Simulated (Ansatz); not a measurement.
Saddle point of GeHCl$_{2}$F, closed shell (GeClF + HCl → GeCl₂ + HF; bonds formed: Ge1–Cl4, F2–H3; bonds broken: Ge1–F2, H3–Cl4), PBE0-D4/def2-TZVP structure:

```
atom    x (Å)    y (Å)    z (Å)
 Ge1   0.1858  -0.8049   0.8823
  F2  -0.4051  -0.8153  -0.9656
  H3  -0.8806   0.3300  -0.6932
 Cl4  -1.0863   1.3515   0.3254
 Cl5   2.1862  -0.0614   0.4512
```

Energies are electronic, without zero-point energy. Barriers and step energies count from the start structure reached by relaxing down the imaginary mode; all methods use the PBE0-D4 structures, on which another method's saddle can fall below an end. Ansatz 0.2.0; basis: def2-TZVPP, with def2-QZVPP for the basis limit; cores frozen in the correlated methods. Filled d shells of the heavier atoms are correlated. The def2 sets are not built for correlating such inner shells, so the correlated values are less sure here. B3LYP uses VWN-RPA correlation. Extrapolation: Hartree–Fock as exp(−7.88 √X), correlation as X^−2.97.

| method | barrier (kcal/mol) | step energy (kcal/mol) |
| --- | --- | --- |
| SPW92 | -3.01 | -5.13 |
| PBE-D4 | 2.12 | -4.04 |
| BLYP-D4 | 4.97 | -2.40 |
| r2SCAN-D4 | 4.03 | -3.03 |
| B97M-V | 7.99 | -2.12 |
| PBE0-D4 | 4.67 | -4.31 |
| B3LYP-D4 | 6.66 | -2.71 |
| r2SCAN0-D4 | ? | -3.69 |
| BHLYP-D4 | 9.74 | -2.71 |
| CAM-B3LYP-D4 | ? | -1.57 |
| wB97X-V | 8.03 | -1.61 |
| wB97M-V | ? | -2.68 |
| B2PLYP | 7.42 | -2.33 |
| PBE-QIDH | 6.58 | -3.76 |
| RPA on PBE | 8.22 | -1.22 |
| HF | 17.94 | -1.11 |
| MP2 | 6.85 | -3.10 |
| CCSD | 10.52 | -1.91 |
| CCSD(T) | 8.58 | -2.27 |

(1) Fill in the withheld barriers. (To be estimated.)

T1 diagnostic: at most 0.013.

Results:

(1) The calculation gives: CAM-B3LYP-D4 7.44; wB97M-V 7.33; r2SCAN0-D4 5.81 kcal/mol. Each is the energy of the saddle less that of the start structure, by the same method.

For comparison, the barrier by CCSD(T) at an estimated basis limit (MP2 extrapolated from triple and quadruple zeta, plus CCSD(T) − MP2 in triple zeta) is 8.43 kcal/mol.

For scale, one of the runs: CCSD(T)/def2-TZVPP, 177 basis functions (an equivalent command: `ansatz run in.yaml --threads 4`). The run took 48 s on 4 CPU threads (shared host), with 1.6 GiB of host memory at its peak.
